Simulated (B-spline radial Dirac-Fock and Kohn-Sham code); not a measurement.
Eu³⁺: input and output of one calculation

ΔSCF core binding energies without Breit or QED terms, calculated with a radial atomic solver. Keys: rel is the Hamiltonian (dirac, or spin-free x2c and nr, where L3 and M5 stand for the whole 2p and 3d shells), method is hf or an exchange,correlation pair (spin-unpolarised, also for the hole states), nuc the nuclear model, radius_factor scales its radius, rmax is the box in bohr, h the logarithmic mesh step, order the B-spline order, points the quadrature points per cell, c_factor scales the speed of light, and damp, ndamp, maxit and tol steer the iteration. The run stops when the commutator error falls below 10·tol·max(1, Z/10), or the numerical noise floor, and the energy has settled to about 1e-8 Ha; the virial ratio is −V/T.

Input (task.json):

```json
{"items": [{"Z": 63, "q": 3, "cfg": [[1, 0, 2], [2, 0, 2], [2, 1, 6], [3, 0, 2], [3, 1, 6], [3, 2, 10], [4, 0, 2], [4, 1, 6], [4, 2, 10], [4, 3, 6], [5, 0, 2], [5, 1, 6]], "A": 153, "rrms": 5.1115, "do": "settings", "holes": ["K", "L3", "M5"],
  "settings": [{"rel": "dirac", "method": "hf", "nuc": "fermi", "radius_factor": 1.0, "rmax": 1.0, "h": 0.3, "order": 8, "points": 10, "c_factor": 1.0, "maxit": 79, "damp": 0.5, "ndamp": 3, "tol": 1e-08}]}]}
```

Command: `python xray2_run.py task.json out`

Ground-state iterations:

```
iter   energy (Ha)        error
   1   -10611.30998684  1.97e+00
   2   -10615.87323143  2.13e-01
   3   -10616.18501532  7.55e-02
   4   -10616.22451157  2.69e-02
   5   -10616.22974705  8.63e-03
   6   -10616.23022975  1.58e-04
   7   -10616.23022997  9.66e-06
   8   -10616.23022997  2.50e-07
```

The ground state converged in 8 iterations, with total energy -10616.23023 Ha, virial ratio 1.84663 and highest orbital energy 673.99 eV. ΔSCF binding energies: K (1s) 48285.2 eV, L3 (2p3/2) 6596.4 eV, M5 (3d5/2) 797.5 eV.

**Question.** One setting is unsound. Which, and why?

**Answer.** rmax squeezes the outer orbitals. With the default settings (Dirac Hartree-Fock): The ground state converged in 11 iterations, with total energy -10845.19343 Ha, virial ratio 1.91985 and highest orbital energy -43.30 eV. ΔSCF binding energies: K (1s) 48760.2 eV, L3 (2p3/2) 7031.6 eV, M5 (3d5/2) 1173.3 eV.
